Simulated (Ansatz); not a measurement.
Start from `O[SiH](F)[S][GeH3]` and change one atom or group to get `B[SiH](O)F`.

Ansatz, PBE0-D4/def2-TZVP geometries, multiplicity 1. Each molecule was computed in one conformer, which needn't be the lowest.

Scalar relativity is left out up to krypton.

```tsv
property	`O[SiH](F)[S][GeH3]`
size of the dipole moment (PBE/def2-TZVPP) / D	1.76
LUMO energy (ωB97M-V/def2-TZVPP) / eV	1.50
zero-point energy (PBE0-D4/def2-TZVP) / kJ/mol	137.5
HOMO energy (B3LYP/def2-TZVPP) / eV	-7.41
ideal-gas entropy at 298 K and 1 bar (rigid rotor, harmonic PBE0-D4/def2-TZVP) / J/(mol·K)	389
size of the dipole moment (ωB97M-V/def2-TZVPP) / D	1.80
```

(1) Give the same properties after the change, and the shifts. (An estimate is asked.)

Answers

(1) Ansatz gave: 
```
                                                                                  property  `B[SiH](O)F`  shift
                                            size of the dipole moment (PBE/def2-TZVPP) / D          1.75  -0.01
                                                     LUMO energy (ωB97M-V/def2-TZVPP) / eV         -0.75  -2.25
                                            zero-point energy (PBE0-D4/def2-TZVP) / kJ/mol         121.0  -16.5
                                                       HOMO energy (B3LYP/def2-TZVPP) / eV         -8.09  -0.68
ideal-gas entropy at 298 K and 1 bar (rigid rotor, harmonic PBE0-D4/def2-TZVP) / J/(mol·K)           320    -69
                                        size of the dipole moment (ωB97M-V/def2-TZVPP) / D          1.86   0.06
```

With PBE0 the HOMO falls by 0.61 eV and the LUMO falls by 2.41 eV, so the gap narrows by about 1.80 eV. PBE moves the HOMO by -0.48 eV and ωB97M-V by -0.65 eV. The zero-point energy changes by -16.5 kJ/mol with -6 modes. Dipoles are sizes alone; their direction can turn. Modes under 60 cm⁻¹, often nearly free rotors, make the harmonic entropy too high.

B3LYP here is the variant with VWN-RPA as its local correlation; programs differ in this.
